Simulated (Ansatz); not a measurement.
Reactions of C2H6O2Si2, SMILES `O=C1C[SiH]1[SiH2]O`.

Calculated with Ansatz (gas phase, PBE0-D4/def2-TZVP geometries, no zero-point term in ΔE). CCSD(T)/CBS adds triple-zeta CCSD(T) − MP2 to the extrapolated MP2 energy (def2 sets, frozen cores). This one scheme is used for every species. Functionals use def2-TZVPP. Each species was taken in one conformer, which may not be the lowest.

```tsv
reaction	r2SCAN-D4 (kJ/mol)	MP2/CBS(def2) (kJ/mol)	CCSD/CBS(def2) (kJ/mol)	ωB97X-V (kJ/mol)	CCSD(T)/CBS(def2) (kJ/mol)
`O=C1C[SiH]1[SiH2]O` + `CC(O)=S` → `CC(=S)O[SiH2]O` + `O=C1C[SiH2]1`	-61	-78	-75	-69	-72
`O=C1C[SiH]1[SiH2]O` + `CNC` → `CN(C)[SiH2]O` + `O=C1C[SiH2]1`	-56	-71	-65	-62	-63
`O=C1C[SiH]1[SiH2]O` + `OBF` → `O[SiH2]B(O)F` + `O=C1C[SiH2]1`	39	39	35	32	37
`O=C1C[SiH]1[SiH2]O` + `N[SiH](O)Cl` → `O[SiH2]N[SiH](O)Cl` + `O=C1C[SiH2]1`	-62	-73	-70	-67	-68
`O=C1C[SiH]1[SiH2]O` + `O[SiH](O)O` → `O[SiH2]O[SiH](O)O` + `O=C1C[SiH2]1`	-121	-132	-131	-126	-128
`O=C1C[SiH]1[SiH2]O` + `C=C[SiH2]N` → `C=C[SiH2]N[SiH2]O` + `O=C1C[SiH2]1`	-65	-80	-75	-71	-73
```

Largest T1 diagnostic: 0.017, for `O=C1C[SiH2]1`.
